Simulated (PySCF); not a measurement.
In(F)(Cl)(vinyl) (C2H3ClFIn), SMILES C=[CH][In]([F])[Cl].

Geometry optimised at B3LYP-D3(BJ)/def2-SVP. The structure was generated by enumeration; whether it is a known compound was not checked. The def2 effective core potentials stand for the cores of In; spin–orbit coupling is left out. One conformer was computed; it need not be the lowest.

Method: PBE/def2-TZVP in PySCF.

Symmetry labels are those of the subgroup Cs that the program uses (full group Cs).

Question: List the valence orbital energies around the gap with their symmetry. (The exact figures need the calculation; the answer reports its results.)

Answer: 
```csv
orbital,symmetry,energy (eV)
HOMO−7,A',-10.28
HOMO−6,A',-8.85
HOMO−5,A",-8.51
HOMO−4,A',-8.50
HOMO−3,A",-7.83
HOMO−2,A',-7.68
HOMO−1,A",-7.54
HOMO,A',-7.36
LUMO,A',-2.77
LUMO+1,A",-2.76
LUMO+2,A",-1.10
LUMO+3,A',-0.26
```
